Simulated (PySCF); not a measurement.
Relaxation of singlet AgBr₂⁻

Level of theory: B3LYP in PySCF with Ag def2-SVPD with ECP28, Br def2-SVPD; scalar-relativistic core potentials, no spin–orbit coupling; density-fitted integrals. A (50,194) grid was used.

A hand-made bent start, of C2v symmetry, held to at least that symmetry:

Coordinates in bohr (charge -1 multiplicity 1):
```
Ag    0.0000    0.0000   -1.5639
Br    3.7460    0.0000    1.0592
Br   -3.7460    0.0000    1.0592
```

(1) What forces act on the atoms at the start (eV/Å)?

(2) What does it relax to?

(3) How much energy is released, and in how many steps?

Answers

(1) 
| atom | Fx | Fy | Fz |
| --- | --- | --- | --- |
| Ag1 | 0.00 | 0.00 | -0.79 |
| Br2 | 1.62 | 0.00 | 0.39 |
| Br3 | -1.62 | 0.00 | 0.39 |

(2) It ends at D∞h with Ag–Br 2.515 Å (×2); Br–Ag–Br 180.0° (after a last refinement on a finer grid). A frequency run shows a minimum. Other isomers or separated fragments may lie lower.

(3) 103.7 kJ/mol in 9 steps.
